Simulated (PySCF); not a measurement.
# Radial density of Ga⁺ (gallium, charge +1)

UHF, [Ar] 3d10 4s1 5s1, 5s spin antiparallel (an excited configuration). Calculation: PySCF 2.14, in aug-cc-pVTZ-PP with ECP10MDF (6s5p4d2f, 55 functions); a scalar-relativistic core potential. This is the valence pseudo-density: the core potential removes the inner electrons and smooths the orbitals near the nucleus.

```csv
r (bohr),4πr²ρ (e/bohr)
0.00247,2.783e-05
0.00415,7.558e-05
0.00698,0.0001937
0.0117,0.0004540
0.0197,0.001009
0.0332,0.002596
0.0558,0.01625
0.0939,0.1706
0.158,1.410
0.266,7.711
0.447,23.76
0.752,20.51
1.26,5.010
2.13,1.338
3.58,0.2616
6.02,0.005173
```

Energies and moments cover only the electrons outside the core potential. The outer electron is Rydberg-like, and this basis confines it to a smaller radius and binds it less than a complete one would. With the s spin flipped the determinant is a mixture of two multiplicities, not a spectroscopic state.
